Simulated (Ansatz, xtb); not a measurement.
# C5H6BClO: which of two isomers lies lower

Structure a is `COB1C=CC(Cl)=C1`, a singlet and structure b is `COB1C=CC=C1Cl`, a singlet. Both are isolated molecules in the gas phase, relaxed with PBE-D3(BJ)/def2-SVP; the shapes shown needn't be the lowest conformers.

a (Å):

```xyz
14

C    -1.1110   -2.3685   -0.0449
C    -0.0794    1.3571   -0.7350
C     0.2112    1.8041   -1.9792
C     0.0785    0.6916   -2.9873
C    -0.2953   -0.5046   -2.4633
B    -0.4384   -0.1860   -0.9187
Cl    0.4051    1.0399   -4.6543
O    -0.7890   -0.9948    0.1089
H    -2.1457   -2.5395    0.3170
H    -0.4218   -2.9725    0.5803
H    -1.0346   -2.7052   -1.0993
H    -0.0521    1.9858    0.1662
H     0.5092    2.8171   -2.2916
H    -0.4336   -1.4080   -3.0702
```

b (Å):

```xyz
14

C    -3.4130    0.1035    1.4526
C     0.1093   -1.5312    0.8149
C     1.2606   -0.8095    0.8025
C     1.0439    0.6530    1.0526
C    -0.2735    0.9252    1.2371
B    -1.0442   -0.4872    1.1018
Cl   -0.8944    2.5198    1.5512
O    -2.3491   -0.8079    1.1947
H    -3.9357   -0.2183    2.3763
H    -4.1338    0.0492    0.6115
H    -3.0573    1.1454    1.5708
H     0.0606   -2.6165    0.6520
H     2.2755   -1.2059    0.6315
H     1.8627    1.3884    1.0782
```

Energies in hartree; the thermal terms are from GFN2-xTB frequencies at re-optimised GFN2-xTB minima (ideal gas, soft modes damped towards free rotors, one conformer each, 298.15 K, 1 atm) and include the zero-point energy:

```
                              a           b
E, CCSD(T)/def2-SVP  −752.670435  −752.666700
    E, MP2/def2-SVP  −752.567222  −752.562351
  E, MP2/def2-TZVPP  −753.314619  −753.308584
  zero-point energy     0.099504     0.099554
       H(298 K) − E     0.108793     0.108895
       G(298 K) − E     0.065739     0.065837
```

Problem. Correct the CCSD(T) difference for the basis set by the MP2 change, then work out ΔE, ΔE₀, ΔH and ΔG for a → b in kcal/mol (1 Eh = 627.51 kcal/mol) and the equilibrium ratio [b]/[a].

Solution. 1. Differences b − a: CCSD(T) +0.003735, MP2 in the small set +0.004871, MP2 in the large set +0.006035 Eh.
2. ΔE = +0.003735 + (+0.006035 − (+0.004871)) = +0.004899 Eh = +3.07 kcal/mol.
3. ΔE₀ = ΔE + ΔZPE = +0.004899 + (+0.000050) Eh = +3.11 kcal/mol.
4. ΔH = ΔE + (+0.000102) Eh = +3.14 kcal/mol.
5. ΔG = ΔE + (+0.000098) Eh = +3.14 kcal/mol, so ΔS = (ΔH − ΔG)/T = 0.0 J/(mol K).
6. kT = 0.9442 mEh, so K = [b]/[a] = exp(−ΔG/kT) = exp(−5.29) ≈ 0.005.

Structure a is favoured at this temperature. An error of 1 kcal/mol in ΔG would change K by a factor of 5.4. HF/STO-3G found them nearly level. Mirror images and further conformers aren't counted.

As drawn, both hold the same kinds of bond in the same numbers.

Other levels gave ΔE = +0.8 (GFN2-xTB); +0.2 (HF/STO-3G, GFN2-xTB geometries); +2.8 (r2SCAN-D4/def2-SVP, GFN2-xTB geometries); +2.5 (PBE-D3(BJ)/def2-SVP); +2.5 (HF/def2-SVP); +3.1 (MP2/def2-SVP); +2.3 (CCSD(T)/def2-SVP) kcal/mol. The correlated steps freeze 12 core orbitals. Programs: Ansatz 0.2.0, xtb 6.7.1.
